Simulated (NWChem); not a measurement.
System meant: InNH4; SMILES [NH2][InH2]

NWChem input:

```
start job
memory heap 200 mb stack 900 mb global 1100 mb
geometry units angstroms noautoz
  In    -0.016528     0.363568     0.000000
  H     -0.082867     1.095951    -1.556909
  H     -0.082867     1.095951     1.556909
  N      0.166675    -1.645980     0.000000
  H      0.217020    -2.217368    -0.835188
  H      0.217020    -2.217368     0.835188
end
basis spherical
  * library def2-svp
end
dft
  xc pbe0
  iterations 150
  mulliken
end
task dft energy
```

End of the output:

```
             Grid Information
             ----------------
          Grid used for XC integration:  medium
          Radial quadrature: Mura-Knowles
          Angular quadrature: Lebedev.
          Tag              B.-S. Rad. Rad. Pts. Rad. Cut. Ang. Pts.
          ---              ---------- --------- --------- ---------
          In                  1.55      123           9.0       590
          H                   0.35       45          11.0       434
          N                   0.65       49           9.0       434
          Grid pruning is: on
          Number of quadrature shells:   262
          Spatial weights used:  Erf1

          Convergence Information
          -----------------------
          Convergence aids based upon iterative change in
          total energy or number of iterations.
          Levelshifting, if invoked, occurs when the
          HOMO/LUMO gap drops below (HL_TOL):  1.00D-02
          DIIS, if invoked, will attempt to extrapolate
          using up to (NFOCK): 10 stored Fock matrices.

                    Damping( 0%)  Levelshifting(0.5)       DIIS
                  --------------- ------------------- ---------------
          dE  on:    start            ASAP                start
          dE off:    2 iters        150 iters           150 iters

      Screening Tolerance Information
      -------------------------------
          Density screening/tol_rho:  1.00D-10
          AO Gaussian exp screening on grid/accAOfunc:  14
          CD Gaussian exp screening on grid/accCDfunc:  20
          XC Gaussian exp screening on grid/accXCfunc:  20
          Schwarz screening/accCoul:  1.00D-08

      Superposition of Atomic Density Guess
      -------------------------------------

      charge =      49.0 In (Indium)

      symmetry species            s     p     d     f
      number of basis functions =10     7     6
      number of cont. functions = 4     4     2
      number of closed shells   = 5     3     2
      number of open shells     = 0     1     0
      open shell occupation     = 0     1     0
 ------------------------------------------------------------------------
 atomscf:atomd: error in atom scf                   0
 ------------------------------------------------------------------------
 ------------------------------------------------------------------------
  current input line :
    19: task dft energy
 ------------------------------------------------------------------------
 ------------------------------------------------------------------------
 This error has not yet been assigned to a category
 ------------------------------------------------------------------------
 For more information see the NWChem manual at https://nwchemgit.github.io

0:atomscf:atomd: error in atom scf:Received an Error in Communication
```

Task: Can this run be used? If not, why, and what is the fix?

Result: The run crashed. Cause: the def2 basis of a heavy element holds valence functions alone and wants its effective core potential (without it all electrons must fit into that basis). This input runs:
```
start job
memory heap 200 mb stack 900 mb global 1100 mb
geometry units angstroms noautoz
  In    -0.016528     0.363568     0.000000
  H     -0.082867     1.095951    -1.556909
  H     -0.082867     1.095951     1.556909
  N      0.166675    -1.645980     0.000000
  H      0.217020    -2.217368    -0.835188
  H      0.217020    -2.217368     0.835188
end
basis spherical
  * library def2-svp
end
ecp
  In library def2-ecp
end
dft
  xc pbe0
  iterations 150
  mulliken
end
task dft energy
```
It converges to -247.14833 Ha (PBE0/def2-SVP with def2 effective core potentials on In).
